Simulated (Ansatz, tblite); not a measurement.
Isomers of SiB₈ (singlet), found by a short tight-binding search and relaxed with B3LYP-D4/def2-SVP in Ansatz.

The xTB rows come from tblite. HSE06 is defined as in plane-wave codes, on full-range PBE exchange. Correlated methods freeze 13 core orbitals.

Run but left out: HF/def2-TZVP (A: restricted singlet, unstable towards broken spin symmetry).

A: The restricted singlet is unstable towards broken spin symmetry in Hartree–Fock (as tested in another run); at PBE-D4/def2-TZVP, r2SCAN-D4/def2-TZVP, PBE0-D4/def2-TZVP, HSE06-D4/def2-TZVP and others this wasn't settled. At CCSD(T)/def2-TZVP T1 of the charge 0 singlet is large (up to 0.031), so the single-reference result is doubtful. At CCSD(T)/def2-TZVP the restricted singlet (for correlated methods, its reference) is unstable: a solution with broken spin symmetry lies lower. B: The restricted singlet is unstable towards broken spin symmetry in Hartree–Fock (as tested in another run); at PBE-D4/def2-TZVP, r2SCAN-D4/def2-TZVP, PBE0-D4/def2-TZVP, HSE06-D4/def2-TZVP and others this wasn't settled. At CCSD(T)/def2-TZVP T1 of the charge 0 singlet is large (up to 0.034), so the single-reference result is doubtful. At CCSD(T)/def2-TZVP the restricted singlet (for correlated methods, its reference) is unstable: a solution with broken spin symmetry lies lower. C: The restricted singlet is unstable towards broken spin symmetry in Hartree–Fock (as tested in another run); at PBE-D4/def2-TZVP, r2SCAN-D4/def2-TZVP, PBE0-D4/def2-TZVP, HSE06-D4/def2-TZVP and others this wasn't settled. At CCSD(T)/def2-TZVP T1 of the charge 0 singlet is large (up to 0.021), so the single-reference result is doubtful. At CCSD(T)/def2-TZVP the restricted singlet (for correlated methods, its reference) is unstable: a solution with broken spin symmetry lies lower.

Other spin states weren't relaxed.

A:

```xyz
9

Si    0.0822    2.0524    0.4708
B    -0.3632   -1.1727   -0.8641
B    -0.9865    0.4369   -0.6918
B     0.6319   -0.9905    1.7342
B    -0.2270   -0.0438   -2.0300
B     0.1964   -1.8286    0.4989
B    -0.4715   -0.2434    0.6835
B     0.7882    0.5470    1.5690
B     0.3494    1.2426   -1.3705
```

B:

```xyz
9

Si   -2.1745   -0.3922   -0.9789
B    -0.7085   -1.5532   -1.0718
B     1.5917    0.2689    1.2662
B     0.4475   -1.8959   -0.1253
B     0.1314    0.0204    0.1593
B    -1.2539    1.2381   -0.9793
B     0.8625    1.5772    0.9101
B     1.4036   -1.1919    0.8180
B    -0.2998    1.9286    0.0017
```

C:

```tsv
atom	x (Å)	y (Å)	z (Å)
Si1	-2.2745	-0.7470	-2.0193
B2	-0.6246	-0.4612	-0.7126
B3	1.3326	1.9341	2.1129
B4	0.4922	-1.7491	-0.7538
B5	0.8716	-0.5731	0.2368
B6	0.0563	1.9743	1.2712
B7	-0.3455	0.8264	0.2806
B8	-0.7522	-1.8566	-1.6687
B9	1.2440	0.6522	1.2530
```

Estimate their order by electronic energy at PBE0-D4/def2-TZVP, counted from the lowest.

A (0.0) < C (6.5) < B (17.8), in kcal/mol.

Do the other levels pick the same lowest one?

Not GFN1-xTB, GFN2-xTB, CCSD/def2-TZVP. Energies above each level's lowest (kcal/mol):

| level | A | B | C |
| --- | --- | --- | --- |
| GFN1-xTB | 46.0 | 0.0 | 39.2 |
| GFN2-xTB | 34.6 | 0.0 | 21.4 |
| PBE-D4/def2-TZVP | 0.0 | 17.4 | 8.5 |
| r2SCAN-D4/def2-TZVP | 0.0 | 16.9 | 7.5 |
| PBE0-D4/def2-TZVP | 0.0 | 17.8 | 6.5 |
| HSE06-D4/def2-TZVP | 0.0 | 17.3 | 6.2 |
| ωB97X-V/def2-TZVP | 0.0 | 19.7 | 2.0 |
| MP2/def2-TZVP | 0.0 | 18.8 | 8.7 |
| CCSD/def2-TZVP | 1.7 | 17.0 | 0.0 |
| CCSD(T)/def2-TZVP | 0.0 | 15.6 | 2.5 |
Point groups (tolerance 0.1 Å): A not assigned, B Cs, C Cs. Lower isomers may exist.
